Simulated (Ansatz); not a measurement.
`[OH][GaH][Cl]` and `[CH3][GaH][Cl]` differ in one atom or group.

Ansatz, PBE0-D4/def2-TZVP geometries, multiplicity 1. Each molecule was computed in one conformer, which needn't be the lowest.

Scalar relativity is left out up to krypton.

```tsv
property	`[OH][GaH][Cl]`
LUMO energy (PBE/def2-TZVPP) / eV	-1.92
size of the dipole moment (ωB97M-V/def2-TZVPP) / D	0.48
LUMO energy (ωB97M-V/def2-TZVPP) / eV	0.58
LUMO energy (PBE0/def2-TZVPP) / eV	-1.14
size of the dipole moment (B3LYP/def2-TZVPP) / D	0.46
HOMO energy (PBE/def2-TZVPP) / eV	-7.50
```

(1) Give the same properties after the change, and the shifts. (Estimate.)

## Answers

(1) The calculation gave: 
| property | `[CH3][GaH][Cl]` | shift |
| --- | --- | --- |
| LUMO energy (PBE/def2-TZVPP) / eV | -2.14 | -0.22 |
| size of the dipole moment (ωB97M-V/def2-TZVPP) / D | 2.53 | 2.05 |
| LUMO energy (ωB97M-V/def2-TZVPP) / eV | 0.36 | -0.22 |
| LUMO energy (PBE0/def2-TZVPP) / eV | -1.34 | -0.20 |
| size of the dipole moment (B3LYP/def2-TZVPP) / D | 2.51 | 2.05 |
| HOMO energy (PBE/def2-TZVPP) / eV | -6.82 | 0.68 |

With PBE0 the HOMO rises by 0.83 eV and the LUMO falls by 0.20 eV, so the gap narrows by about 1.03 eV. PBE moves the HOMO by 0.68 eV and ωB97M-V by 0.91 eV. Dipoles are sizes alone; their direction can turn.

B3LYP here is the variant with VWN-RPA as its local correlation; programs differ in this.
